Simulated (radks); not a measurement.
Results of a calculation; reference values are marked as such.
Species: Cd10+. Configuration: [Kr] 4d2. Code: a radial shooting solver on a logarithmic mesh with Libxc functionals. Model: Dirac Kohn-Sham, relativistic LDA (MacDonald-Vosko exchange, VWN5 correlation), spin-unpolarised, spherical densities, finite nucleus; open shells fill j = l - 1/2 first; Fermi nuclear charge, rms radius 4.6087 fm.

Normalised radial functions P(r) = r R(r) (large component), r in bohr:

r           3p3/2    4p1/2    4p3/2
0.001046   0.0015   0.0023   0.0007
0.001188   0.0019   0.0028   0.0009
0.001351   0.0025   0.0033   0.0012
0.001535   0.0032   0.0039   0.0015
0.001745   0.0041   0.0046   0.0019
0.001983   0.0052   0.0055   0.0024
0.002254   0.0067   0.0066   0.0031
0.002541   0.0084   0.0078   0.0039
0.002888   0.0107   0.0094   0.0050
0.003283   0.0137   0.0113   0.0063
0.003731   0.0174   0.0137   0.0080
0.00424    0.0221   0.0166   0.0102
0.004819   0.0281   0.0202   0.0130
0.005477   0.0355   0.0246   0.0164
0.006225   0.0449   0.0300   0.0208
0.007075   0.0566   0.0366   0.0262
0.008042   0.0712   0.0446   0.0329
0.00914    0.0892   0.0543   0.0412
0.01039    0.1114   0.0661   0.0515
0.01171    0.1366   0.0792   0.0631
0.01331    0.1691   0.0959   0.0781
0.01513    0.2082   0.1157   0.0962
0.0172     0.2548   0.1389   0.1177
0.01954    0.3097   0.1658   0.1429
0.02221    0.3734   0.1965   0.1722
0.02525    0.4461   0.2309   0.2056
0.02869    0.5273   0.2687   0.2427
0.03261    0.6157   0.3089   0.2830
0.03706    0.7087   0.3501   0.3252
0.04212    0.8024   0.3900   0.3672
0.04788    0.8907   0.4255   0.4062
0.05441    0.9657   0.4525   0.4384
0.06135    1.0151   0.4658   0.4579
0.06973    1.0344   0.4616   0.4621
0.07925    1.0071   0.4329   0.4432
0.09007    0.9207   0.3744   0.3956
0.1024     0.7656   0.2825   0.3147
0.1164     0.5366   0.1565   0.1989
0.1322     0.2358   0.0001   0.0505
0.1503    -0.1249  -0.1771  -0.1226
0.1708    -0.5232  -0.3596  -0.3060
0.1942    -0.9263  -0.5257  -0.4792
0.2207    -1.2951  -0.6500  -0.6173
0.2508    -1.5890  -0.7066  -0.6936
0.285     -1.7740  -0.6743  -0.6851
0.3214    -1.8300  -0.5527  -0.5871
0.3653    -1.7623  -0.3278  -0.3854
0.4151    -1.5800  -0.0232  -0.0979
0.4718    -1.3174   0.3265   0.2437
0.5363    -1.0180   0.6746   0.5947
0.6095    -0.7255   0.9709   0.9046
0.6927    -0.4736   1.1720   1.1274
0.7873    -0.2808   1.2512   1.2321
0.8948    -0.1497   1.2054   1.2107
1.017     -0.0710   1.0557   1.0796
1.156     -0.0295   0.8412   0.8755
1.314     -0.0106   0.6076   0.6435
1.481     -0.0035   0.4071   0.4385
1.684     -0.0009   0.2376   0.2609
1.913     -0.0002   0.1222   0.1369
2.175     0.0000   0.0545   0.0624
2.472     0.0000   0.0208   0.0244
2.809     0.0000   0.0066   0.0080
3.193     0.0000   0.0017   0.0021

3p3/2: eigenvalue -787.57 eV, 1 radial node at r = 0.144 bohr, <r> = 0.360 bohr, 90 % of the charge inside 0.541 bohr. 4p1/2: eigenvalue -251.73 eV, 2 radial nodes at r = 0.132, 0.419 bohr, <r> = 0.864 bohr, 90 % of the charge inside 1.25 bohr. 4p3/2: eigenvalue -244.61 eV, 2 radial nodes at r = 0.137, 0.431 bohr, <r> = 0.886 bohr, 90 % of the charge inside 1.28 bohr.
